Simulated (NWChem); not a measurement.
C2H3F3Si; SMILES C=C[Si](F)(F)F

```xyz
9

C     -0.0944     2.4306     0.0005
C      0.7145     1.3641    -0.0050
Si     0.0410    -0.3368    -0.0005
F      0.4715    -1.1767    -1.2970
F      0.5304    -1.1916     1.2650
F     -1.5625    -0.2952     0.0351
H     -1.1845     2.3266     0.0088
H      0.2979     3.4532    -0.0025
H      1.8007     1.5140    -0.0121
```
Atoms are numbered in this order, from 1.

Results from NWChem. Pople sets run with spherical d functions. The geometry was optimised at PBE0/def2-SVP. Atomic charges in e: unrestrained fits to the electrostatic potential beside Mulliken populations; buried atoms are poorly determined by the fit.

Question: What does the run give for Hartree-Fock/6-31G*? Quantities: ESP C1; Mulliken C1; ESP C2; Mulliken C2; ESP Si3; Mulliken Si3; ESP F4; Mulliken F4; ESP F5; Mulliken F5; relative RMS misfit of the potential (%).

Answer: 
```json
{
 "ESP C1": "-0.13",
 "Mulliken C1": "-0.34",
 "ESP C2": "-0.53",
 "Mulliken C2": "-0.47",
 "ESP Si3": "1.37",
 "Mulliken Si3": "1.73",
 "ESP F4": "-0.40",
 "Mulliken F4": "-0.52",
 "ESP F5": "-0.40",
 "Mulliken F5": "-0.52",
 "relative RMS misfit of the potential (%)": "20"
}
```
